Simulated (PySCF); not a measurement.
## Electron correlation in N²⁺ (nitrogen, charge +2)

[He] 2s2 3s1, 2S determinant (an excited configuration). Calculation: PySCF 2.14, in aug-cc-pwCVDZ (5s4p2d, 27 functions); no relativity, point nucleus. Frozen: nothing; 5 electrons correlated.

```csv
level,correlation energy (mhartree)
CCSD,-121.72
(T),-1.86
CCSD(T),-123.58
CCSDT,-124.14
```

Diagnostics: T1 = 0.0068, D1 = 0.0204, largest double amplitude 0.141.

Is a single reference adequate?

Mostly. T1 lies below 0.03, but a double amplitude of this size points to a near-degeneracy that CCSD handles and MP2 describes poorly.
